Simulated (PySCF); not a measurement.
**Assigning NMR signals**

Structure with atom numbers: `[CH2:1]1[CH2:2][C@H:3]2[CH2:4][NH:5][CH2:6][C@@H:7]12`; H(Xn) means a hydrogen on atom n. Ha(C4), Ha(C6) are cis to C1 on the ring; Ha(C1), Ha(C2) are cis to C4 on the ring; Hb(C4), Hb(C6) are trans to C1 on the ring; Hb(C1), Hb(C2) are trans to C4 on the ring.

PySCF calculation with coordinates at the PBE0-D3(BJ)/def2-SVP level, shielding tensors at KT3/pcSseg-1 (GIAO) and B3LYP/pcJ-1 coupling constants (spin–dipole term only in couplings to heteroatoms); no solvent model, rapidly exchanging positions averaged, no relativistic terms, single conformer.

Chemical shifts δ = σref − σ; $^{13}$C and $^{1}$H vs TMS, all at this level.

**Question.** Assign these signals to the numbered atoms. $^{13}$C{$^{1}$H} NMR (computed): δ 55.8 (CH2), 40.4 (CH), 28.5 (CH2).

**Answer.** 
| δ (ppm) | atoms | environment | reason |
| --- | --- | --- | --- |
| 55.8 | C4/C6 | sp3 CH2 bonded to N | the inductive effect lowers its shielding |
| 40.4 | C3/C7 | sp3 CH in a ring | aliphatic region, no heteroatom directly attached |
| 28.5 | C1/C2 | sp3 CH2 in a ring | a saturated carbon with 2 carbon neighbours and no heteroatom attached |

**Question.** Assign these signals to the numbered atoms. $^{1}$H NMR (400 MHz, computed): δ 2.87 (d, J = 9.3 Hz, 2H), 2.69 (m, 2H), 2.52 (m, 2H), 2.11 (m, 2H), 1.67 (m, 2H), 0.48 (br s, 1H).

**Answer.** 
2.87 → Ha(C4)/Ha(C6), hydrogen on an sp3 CH2 bonded to N: its carbon carries N, hence the downfield position
2.69 → Hb(C4)/Hb(C6), hydrogen on an sp3 CH2 bonded to N
2.52 → H(C3)/H(C7), hydrogen on an sp3 CH in a ring
2.11 → Hb(C1)/Hb(C2), hydrogen on an sp3 CH2 in a ring
1.67 → Ha(C1)/Ha(C2), hydrogen on an sp3 CH2 in a ring: far from electronegative atoms and π systems
0.48 → H(N5), hydrogen on an amine nitrogen: labile proton, position sensitive to the medium

Exchangeable OH/NH protons stand at their gas-phase positions; hydrogen bonding in a real sample shifts them, mostly to higher δ. Multiplet labels drop couplings under 1 Hz and merge nearly equal ones. Couplings among chemically equivalent protons are left out too, so labels in AA′BB′ or AA′XX′ sets are apparent multiplicities. Unscaled 3J(H,H) at this level run about 10 % above measured values. Shifts are as computed, not scaled to solution data. Of 1211 compounds with measured shifts, 218 miss one by over three times the rms of a fit or turn the order of signals round; such compounds aren't used in these exercises. Couplings to exchangeable protons are dropped.
